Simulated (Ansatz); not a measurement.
S-phenylthianthrenium bistriflimide, `O=S(=O)([N-]S(=O)(=O)C(F)(F)F)C(F)(F)F.c1ccc([S+]2c3ccccc3Sc3ccccc32)cc1`, 48 atoms. Hardware: 2 threads of AMD EPYC 7R13 on a shared host and a share (18 GiB) of an NVIDIA H100 80GB HBM3.

Correlated methods freeze 51 core orbitals. Single mean-field runs in def2-SVP, def2-mTZVP are fitted with def2-universal-jkfit.

(1) How many basis functions does each of these Ansatz runs have, and roughly what does it cost? PBE0-D4/def2-SVP, charge 0 singlet, energy and forces, from earlier orbitals; PBE-D4/def2-SVP, charge -1 doublet at the geometry of the charge 0 singlet, energy, from earlier orbitals; MP2/def2-SVP, charge 0 singlet, energy, from earlier orbitals; PBE0-D4/def2-SVP, charge 0 triplet at the geometry of the charge 0 singlet, energy; PBE0-D4/def2-SVP, charge -1 doublet at the geometry of the charge 0 singlet, energy; B3LYP-D4/6-31G, charge 0 singlet, energy; PBE-D4/def2-SVP, charge -1 doublet, energy, from earlier orbitals; LC-ωPBE/def2-SVP, charge 0 singlet, energy, from earlier orbitals; r2SCAN-D4/def2-mTZVP, charge 0 singlet, energy, from earlier orbitals; PBE-D4/def2-SVP, charge 1 doublet at the geometry of the charge 0 singlet, energy, from earlier orbitals; PBE-D4/def2-SVP, charge 0 singlet, energy, from earlier orbitals; HF/STO-3G, charge 0 singlet, energy.

Answers

(1) Other jobs shared the machine, so times can vary by a factor of up to 3. A dash marks memory too small to be measured apart from the calling script's.

```tsv
run	functions	fitting or Cholesky vectors	wall time	peak host memory (GiB)
PBE-D4/def2-SVP, charge -1 doublet, energy, from earlier orbitals	571	3093	8.5 s	1.3
r2SCAN-D4/def2-mTZVP, charge 0 singlet, energy, from earlier orbitals	736	3093	9.5 s	1.2
LC-ωPBE/def2-SVP, charge 0 singlet, energy, from earlier orbitals	571	3093	10 s	1.1
HF/STO-3G, charge 0 singlet, energy	204	2878	11 s	–
PBE-D4/def2-SVP, charge -1 doublet at the geometry of the charge 0 singlet, energy, from earlier orbitals	571	3093	12 s	1.3
B3LYP-D4/6-31G, charge 0 singlet, energy	357	4409	12 s	1.1
PBE-D4/def2-SVP, charge 0 singlet, energy, from earlier orbitals	571	3093	13 s	–
PBE-D4/def2-SVP, charge 1 doublet at the geometry of the charge 0 singlet, energy, from earlier orbitals	571	3093	15 s	1.2
PBE0-D4/def2-SVP, charge -1 doublet at the geometry of the charge 0 singlet, energy	571	3093	19 s	1.3
MP2/def2-SVP, charge 0 singlet, energy, from earlier orbitals	571	5668	20 s	3.1
PBE0-D4/def2-SVP, charge 0 singlet, energy and forces, from earlier orbitals	571	3093	22 s	1.7
PBE0-D4/def2-SVP, charge 0 triplet at the geometry of the charge 0 singlet, energy	571	3093	29 s	1.3
```
